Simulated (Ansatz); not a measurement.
Saddle point of GaH4BrO2, singlet (GaH₂BrO₂ ([OH][Ga]([OH])[Br]) + H₂ → GaH₃O₂ ([OH][GaH][OH]) + HBr; bonds formed: Ga1–H6, Br2–H5; bonds broken: Ga1–Br2, H5–H6), PBE0-D4/def2-TZVP structure:

```
8
angstrom
Ga -0.4130 0.0219 0.0918
Br 2.1346 -0.7823 -0.3018
O -1.4809 -0.7763 -1.0709
O -0.7861 -0.0346 1.8199
H 1.3451 0.6460 -0.4862
H 0.4488 1.3608 -0.4601
H -1.1485 -0.7722 -1.9709
H -0.1000 0.3365 2.3780
```

Energies are electronic, without zero-point energy. Barriers and step energies count from the start structure reached by relaxing down the imaginary mode; all methods use the PBE0-D4 structures, on which another method's saddle can fall below an end. Ansatz 0.2.0; basis: def2-TZVPP, with def2-QZVPP for the basis limit; cores frozen in the correlated methods. Filled d shells of the heavier atoms are correlated. The def2 sets are not built for correlating such inner shells, so the correlated values are less sure here. B3LYP uses VWN-RPA correlation. Extrapolation: Hartree–Fock as exp(−7.88 √X), correlation as X^−2.97.

| method | barrier (kcal/mol) | step energy (kcal/mol) |
| --- | --- | --- |
| SPW92 | 24.14 | 19.97 |
| PBE-D4 | 31.00 | 22.80 |
| BLYP-D4 | 34.41 | 22.77 |
| r2SCAN-D4 | ? | 24.23 |
| B97M-V | 34.26 | 21.11 |
| PBE0-D4 | 34.13 | 23.41 |
| B3LYP-D4 | 36.52 | 23.10 |
| r2SCAN0-D4 | 35.84 | 24.49 |
| BHLYP-D4 | 40.33 | 23.87 |
| CAM-B3LYP-D4 | 37.57 | 22.11 |
| wB97X-V | 38.95 | 23.17 |
| wB97M-V | 38.51 | 22.90 |
| B2PLYP | 38.36 | 23.97 |
| PBE-QIDH | 37.58 | 24.64 |
| RPA on PBE | ? | 22.04 |
| HF | ? | 25.46 |
| MP2 | 39.47 | 25.37 |
| CCSD | 40.51 | 23.17 |
| CCSD(T) | 38.94 | 23.53 |

Fill in the withheld barriers. (Judge from chemistry; the value comes from the calculation.)

By the calculation: RPA on PBE 38.34; HF 49.33; r2SCAN-D4 33.50 kcal/mol. Each is the energy of the saddle less that of the start structure, by the same method.

For comparison, the barrier by CCSD(T) at an estimated basis limit (MP2 extrapolated from triple and quadruple zeta, plus CCSD(T) − MP2 in triple zeta) is 38.63 kcal/mol.

The T1 diagnostic stays at or below 0.013.

Labels in which every atom is bracketed show which atoms are joined, not bond orders.

For scale, one of the runs: CCSD(T)/def2-TZVPP, 214 basis functions, launched by `ansatz run in.yaml --threads 8 --pin off --events-out ev --progress --plain --max-ram 19148MiB`. Hardware: 8 CPU threads of an AMD EPYC 9R45, shared host. Wall time 30 s; peak host memory 3.4 GiB.
